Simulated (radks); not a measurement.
Results of a calculation; reference values are marked as such.
Spherical jellium clusters: N electrons in a uniform positive sphere of charge N and radius rs N^(1/3), rs = 3.54 bohr. Level of theory: non-relativistic Kohn-Sham, PBEsol, spin-polarised, spherical densities (a radial shooting solver with Libxc functionals). Levels are named by radial order and angular momentum (1s, 1p, 1d, 2s, ...), and open shells are averaged over m.

N = 5, configuration 1s2 1p(up 3, down 0). This is the lowest configuration that the search found. Occupied and some empty levels:

level,occupation,eigenvalue (eV),<r> (bohr)
1s up,1,-5.1094,4.325
1s down,1,-4.3063,4.068
1p up,3,-3.2297,5.418
1p down,0,-2.2112,5.466
1d up,0,-1.1502,6.834
2s up,0,-0.92223,8.087

Energy (eV): total -7.84865, kinetic 10.986, external -128.87, Hartree 62.006, exchange-correlation -19.397, background 67.429.

Electron density:

r (bohr),n(r) (e/bohr^3)
0.210,0.005950
0.740,0.006030
1.27,0.006170
1.80,0.006313
2.33,0.006377
2.85,0.006274
3.38,0.005934
3.91,0.005335
4.44,0.004518
4.97,0.003580
5.50,0.002646
6.03,0.001825
6.56,0.001182
7.09,0.0007294
7.62,0.0004339
8.14,0.0002521
8.67,0.0001446
9.20,0.00008240
9.73,0.00004680
10.3,0.00002657
